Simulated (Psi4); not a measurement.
CH5Si (SMILES C[SiH2]), doublet, at a GFN2-xTB geometry; BHHLYP/STO-3G (Psi4).

The Psi4 input:
```
memory 2 GB

molecule mol {
0 2
C    -1.192432   -0.167844    0.128286
Si    0.664355    0.085045   -0.142966
H    -1.777847    0.572435   -0.410162
H    -1.513355   -1.150629   -0.206068
H    -1.445252   -0.081555    1.184418
H     1.111803    1.431801    0.190416
H     1.478274   -0.955617    0.473202
}

set {
  basis sto-3g
  reference uks
}

energy('bhhlyp')
print_variables()
```

It wrote (shortened):

```
   => Loading Basis Set <=

    Name: STO-3G
    Role: ORBITAL
    Keyword: BASIS

         ---------------------------------------------------------
                                   SCF
               by Justin Turney, Rob Parrish, Andy Simmonett
                          and Daniel G. A. Smith
                              UKS Reference
         ---------------------------------------------------------

  ==> Geometry <==

    Molecular point group: c1
    Full point group: C1

    Geometry (in Angstrom), charge = 0, multiplicity = 2:

       Center              X                  Y                   Z               Mass
    ------------   -----------------  -----------------  -----------------  -----------------
         C           -1.239398681419    -0.171846312693     0.155362394117    12.000000000000
         SI           0.617388318581     0.081042687307    -0.115889605883    27.976926534650
         H           -1.824813681419     0.568432687307    -0.383085605883     1.007825032230
         H           -1.560321681419    -1.154631312693    -0.178991605883     1.007825032230
         H           -1.492218681419    -0.085557312693     1.211494394117     1.007825032230
         H            1.064836318581     1.427798687307     0.217492394117     1.007825032230
         H            1.431307318581    -0.959619312693     0.500278394117     1.007825032230

  Running in c1 symmetry.

  Rotational constants: A =      2.53318  B =      0.38622  C =      0.36601 [cm^-1]
  Rotational constants: A =  75942.69751  B =  11578.50393  C =  10972.59941 [MHz]
  Nuclear repulsion =   55.633449215231778

  Charge       = 0
  Multiplicity = 2
  Electrons    = 25
  Nalpha       = 13
  Nbeta        = 12

  ==> Algorithm <==

  SCF Algorithm Type is DF.
  DIIS enabled.
  MOM disabled.
  Fractional occupation disabled.
  Guess Type is SAD.
  Energy threshold   = 1.00e-06
  Density threshold  = 1.00e-06
  Integral threshold = 1.00e-12

  ==> Primary Basis <==

  Basis Set: STO-3G
    Blend: STO-3G
    Number of shells: 13
    Number of basis functions: 19
    Number of Cartesian functions: 19
    Spherical Harmonics?: true
    Max angular momentum: 1

  ==> DFT Potential <==

   => LibXC <=

    Version 7.1.2
    S. Lehtola, C. Steigemann, M. J. T. Oliveira, and M. A. L. Marques,  SoftwareX 7, 1–5 (2018) (10.1016/j.softx.2017.11.002)

   => Composite Functional: BHANDHLYP <=

    BHandHLYP Hyb-GGA Exchange-Correlation Functional

    A. D. Becke,  J. Chem. Phys. 98, 1372 (1993) (10.1063/1.464304)
    Defined through Gaussian implementation.

    Deriv               =              1
    GGA                 =           TRUE
    Meta                =          FALSE

    Exchange Hybrid     =           TRUE
    MP2 Hybrid          =          FALSE

   => Exchange Functionals <=

    0.5000         Becke 88

   => Exact (HF) Exchange <=

    0.5000               HF

   => Correlation Functionals <=

    1.0000   Lee, Yang & Parr

   => LibXC Density Thresholds  <==

    XC_HYB_GGA_XC_BHANDHLYP:  1.00E-15

   => Molecular Quadrature <=

    Radial Scheme          =       TREUTLER
    Pruning Scheme         =           NONE
    Nuclear Scheme         =       TREUTLER

    Blocking Scheme        =         OCTREE
    BS radius alpha        =              1
    Pruning alpha          =              1
    Radial Points          =             75
    Spherical Points       =            302
    Total Points           =         150354
    Total Blocks           =           1205
    Max Points             =            256
    Max Functions          =             19
    Weights Tolerance      =       1.00E-15

   => Loading Basis Set <=

    Name: (STO-3G AUX)
    Role: JKFIT
    Keyword: DF_BASIS_SCF

  ==> Integral Setup <==

  SCF_SUBTYPE=INCORE selected. In-core MEM_DF algorithm will be used.
  Using in-core AOs.

  ==> MemDFJK: Density-Fitted J/K Matrices <==

    J tasked:                   Yes
    K tasked:                   Yes
    wK tasked:                   No
    Algorithm:                 Core
    Schwarz Cutoff:           1E-12
    Mask sparsity (%):       0.5540
    Fitting Condition:        1E-10

   => Auxiliary Basis Set <=

  Basis Set: (STO-3G AUX)
    Blend: DEF2-UNIVERSAL-JKFIT
    Number of shells: 93
    Number of basis functions: 293
    Number of Cartesian functions: 344
    Spherical Harmonics?: true
    Max angular momentum: 4

  Minimum eigenvalue in the overlap matrix is 2.3130476391E-01.
  Reciprocal condition number of the overlap matrix is 1.0094645535E-01.
    Using symmetric orthogonalization.

  ==> Pre-Iterations <==

  SCF Guess: Superposition of Atomic Densities via on-the-fly atomic UHF (no occupation information).

   -------------------------
    Irrep   Nso     Nmo
   -------------------------
     A         19      19
   -------------------------
    Total      19      19
   -------------------------

  ==> Iterations <==

                           Total Energy        Delta E     RMS |[F,P]|

   @DF-UKS iter SAD:  -325.01552927333654   -3.25016e+02   0.00000e+00
   @DF-UKS iter   1:  -326.68163330534782   -1.66610e+00   3.80691e-03 ADIIS/DIIS
   @DF-UKS iter   2:  -326.68606561230916   -4.43231e-03   1.15848e-03 ADIIS/DIIS
   @DF-UKS iter   3:  -326.68643139962535   -3.65787e-04   2.50057e-04 ADIIS/DIIS
   @DF-UKS iter   4:  -326.68645560591426   -2.42063e-05   1.12971e-04 ADIIS/DIIS
   @DF-UKS iter   5:  -326.68646124949538   -5.64358e-06   3.63887e-05 DIIS
   @DF-UKS iter   6:  -326.68646240584332   -1.15635e-06   4.81103e-06 DIIS
   @DF-UKS iter   7:  -326.68646242546271   -1.96194e-08   1.21635e-06 DIIS
   @DF-UKS iter   8:  -326.68646242652977   -1.06706e-09   2.73187e-07 DIIS
  Energy and wave function converged.

  ==> Post-Iterations <==

   Electrons on quadrature grid:
      Nalpha   =   13.0000036484 ; deviation = 3.648e-06
      Nbeta    =   12.0000033265 ; deviation = 3.326e-06
      Ntotal   =   25.0000069749 ; deviation = 6.975e-06

   @Spin Contamination Metric:   7.275900502E-04
   @S^2 Expected:                7.500000000E-01
   @S^2 Observed:                7.507275901E-01
   @S   Expected:                5.000000000E-01
   @S   Observed:                5.000000000E-01

    Orbital Energies [Eh]
    ---------------------

    Alpha Occupied:

       1A    -66.308742     2A    -10.357549     3A     -5.378956
       4A     -3.582284     5A     -3.572107     6A     -3.571829
       7A     -0.747680     8A     -0.536669     9A     -0.425808
      10A     -0.423123    11A     -0.336505    12A     -0.316523
      13A     -0.144170

    Alpha Virtual:

      14A      0.359813    15A      0.430545    16A      0.436661
      17A      0.564919    18A      0.586640    19A      0.602100

    Beta Occupied:

       1A    -66.301914     2A    -10.357390     3A     -5.368288
       4A     -3.567100     5A     -3.566788     6A     -3.553350
       7A     -0.743731     8A     -0.503366     9A     -0.424253
      10A     -0.416713    11A     -0.327333    12A     -0.307973

    Beta Virtual:

      13A      0.115638    14A      0.377368    15A      0.454626
      16A      0.456480    17A      0.569634    18A      0.592471
      19A      0.603604

    Final Occupation by Irrep:
              A
    DOCC [    12 ]
    SOCC [     1 ]
    NA   [    13 ]
    NB   [    12 ]

  @DF-UKS Final Energy:  -326.68646242652977

   => Energetics <=

    Nuclear Repulsion Energy =             55.6334492152317779
    One-Electron Energy =                -563.0798783735774578
    Two-Electron Energy =                 195.3190742755681129
    DFT Exchange-Correlation Energy =     -14.5591075437522015
    Empirical Dispersion Energy =           0.0000000000000000
    VV10 Nonlocal Energy =                  0.0000000000000000
    Total Energy =                       -326.6864624265297721

  UHF NO Occupations:
  HONO-2 :   11  A 1.9999119
  HONO-1 :   12  A 1.9998252
  HONO-0 :   13  A 1.0000000
  LUNO+0 :   14  A 0.0001748
  LUNO+1 :   15  A 0.0000881
  LUNO+2 :   16  A 0.0000730
  LUNO+3 :   17  A 0.0000279

Computation Completed

Properties will be evaluated at   0.000000,   0.000000,   0.000000 [a0]

Properties computed using the SCF density matrix

 Multipole Moments:

 ------------------------------------------------------------------------------------
     Multipole            Electronic (a.u.)      Nuclear  (a.u.)        Total (a.u.)
 ------------------------------------------------------------------------------------

 L = 1.  Multiply by 2.5417464519 to convert [e a0] to [Debye]
 Dipole X            :          2.2307933           -2.2188522            0.0119410
 Dipole Y            :          0.1765924           -0.1890800           -0.0124876
 Dipole Z            :         -1.4000700            1.2791705           -0.1208995
 Magnitude           :                                                    0.1221279

 ------------------------------------------------------------------------------------

  Variable Map:
  ----------------------------------------------------------------------------
  "CURRENT ENERGY"              =>    -326.686462426530
  "CURRENT REFERENCE ENERGY"    =>    -326.686462426530
  "DD SOLVATION ENERGY"         =>       0.000000000000
  "DFT FUNCTIONAL TOTAL ENERGY" =>    -326.686462426530
  "DFT TOTAL ENERGY"            =>    -326.686462426530
  "DFT VV10 ENERGY"             =>       0.000000000000
  "DFT XC ENERGY"               =>     -14.559107543752
  "GRID ELECTRONS ALPHA"        =>      13.000003648448
  "GRID ELECTRONS BETA"         =>      12.000003326498
  "GRID ELECTRONS TOTAL"        =>      25.000006974946
  "NUCLEAR REPULSION ENERGY"    =>      55.633449215232
  "ONE-ELECTRON ENERGY"         =>    -563.079878373577
  "PCM POLARIZATION ENERGY"     =>       0.000000000000
  "PE ENERGY"                   =>       0.000000000000
  "SCF ITERATION ENERGY"        =>    -326.686462426530
  "SCF ITERATIONS"              =>       8.000000000000
  "SCF TOTAL ENERGY"            =>    -326.686462426530
  "TWO-ELECTRON ENERGY"         =>     195.319074275568
  "XC GRID RADIAL POINTS"       =>      75.000000000000
  "XC GRID SPHERICAL POINTS"    =>     302.000000000000
  "XC GRID TOTAL POINTS"        =>  150354.000000000000

  Array Variable Map:
  ----------------------------------------------------------------------------
  "CURRENT DIPOLE"              =>       0.011941034591 ... -0.120899508925 1 by 3
  "SCF DIPOLE"                  =>       0.011941034591 ... -0.120899508925 1 by 3
  "SCF TOTAL ENERGIES"          =>    -325.015529273337 ... -326.686462426530 1 by 9
```
